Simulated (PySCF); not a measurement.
BiCl₃, SMILES [Cl][Bi]([Cl])[Cl].

Geometry: B3LYP-D3(BJ)/def2-SVP. The isomer is the one that the SMILES or the coordinates give; other isomers of the formula were not compared. The def2 effective core potentials stand for the cores of Bi; spin–orbit coupling is left out.

Computed with C-PCM-ωB97X/def2-SVP run with PySCF.

The values are the electrostatic part of the solvation free energy, E(continuum) − E(gas) at the gas-phase geometry, in a cavity of scaled van der Waals radii (PySCF's table); cavitation and dispersion terms are not included. A continuum can't describe solvent molecules that bind to the metal. In vacuum the orbital gap is 10.18 eV. The dipole moment in vacuum is 4.48 D.

Q: Estimate the values in water (ε = 78.36), tetrahydrofuran (ε = 7.43), ethanol (ε = 24.85). (Estimate from the structure and the level; the computed values follow.)

A: 
```
solvent              ε  ΔG(elec) (kcal/mol)  dipole (D)  gap (eV)
---------------  -----  -------------------  ----------  --------
water            78.36                -11.0        6.17     10.45
tetrahydrofuran   7.43                 -9.3        5.91     10.41
ethanol          24.85                -10.6        6.11     10.44
```
